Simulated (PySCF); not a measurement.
Start geometry of `[CH3][Al]([CH3])[c]1ccccc1` (AlMe2Ph) from GFN2-xTB (Å):
```
atom  x, y, z in Å
Al1    0.8346    1.2830    0.0012
C2     2.7216    1.3181    0.3135
H3     3.2022    0.5716   -0.3054
H4     3.0911    1.1257    1.3542
H5     3.1887    2.2783    0.0514
C6    -0.2887    3.0379   -0.3366
H7    -1.1612    3.0577    0.2772
H8    -0.5522    3.1535   -1.3861
H9     0.2978    3.9370   -0.0257
C10   -0.2159   -0.3844    0.0191
C11   -1.5922   -0.4529   -0.3115
C12   -2.2355   -1.6423   -0.3086
C13   -1.6784   -2.7841   -0.0157
C14   -0.2981   -2.7700    0.3628
C15    0.4188   -1.6058    0.3283
H16   -2.0870    0.5120   -0.5829
H17   -3.2974   -1.6414   -0.5926
H18   -2.1558   -3.7369    0.0409
H19    0.2592   -3.7156    0.6161
H20    1.4109   -1.5273    0.5996
```

**Question.** What comes out of this run: PBE0-D3(BJ)/def2-SVP geometry optimisation, gas phase (PySCF)?

**Answer.** 
```
atom  x, y, z in Å
Al1    0.7710    1.3548    0.0043
C2     2.7003    1.3184    0.3514
H3     3.2078    0.5271   -0.2261
H4     2.8990    1.0988    1.4157
H5     3.1971    2.2743    0.1209
C6    -0.2253    3.0044   -0.3515
H7    -1.1823    3.0381    0.1962
H8    -0.4822    3.0751   -1.4240
H9     0.3407    3.9144   -0.0966
C10   -0.2074   -0.3433    0.0077
C11   -1.5887   -0.3979   -0.2597
C12   -2.2879   -1.6041   -0.2601
C13   -1.6157   -2.7957    0.0116
C14   -0.2475   -2.7747    0.2813
C15    0.4423   -1.5627    0.2769
H16   -2.1370    0.5258   -0.4743
H17   -3.3603   -1.6177   -0.4722
H18   -2.1602   -3.7436    0.0134
H19    0.2819   -3.7071    0.4948
H20    1.5168   -1.5704    0.4896
```

The energy falls by 18.0 kcal/mol over 10 energy and gradient evaluations, the largest force component goes from 0.0895 to 1.8e-04 Eh/bohr, and the atoms move by 0.101 Å rms after alignment. The bond that changes most is Al1–C6 (ends: aluminium bonded to 3 C; carbon bonded to Al and 3 H), which shortens by 0.151 Å. Bonds longer at the end by more than 0.005 Å: 9 of 20; shorter: 9. Among the angles that change most is Al1–C2–H4, from 118.3° to 110.6°. Rotational constants go from 2636, 823.6, 633.2 to 2660, 830.0, 637.7 MHz. The orientation of the end geometry is arbitrary; only internal coordinates are fixed.

The run used 185 basis functions and 71 SCF cycles in all. Time: 84 s wall, 3.7 min CPU; peak memory 0.83 GiB. Hardware: 2 threads, Intel Xeon 6975P-C (x86_64), shared host.

Stationary, but not proved a minimum. The numbers are those of one conformer.
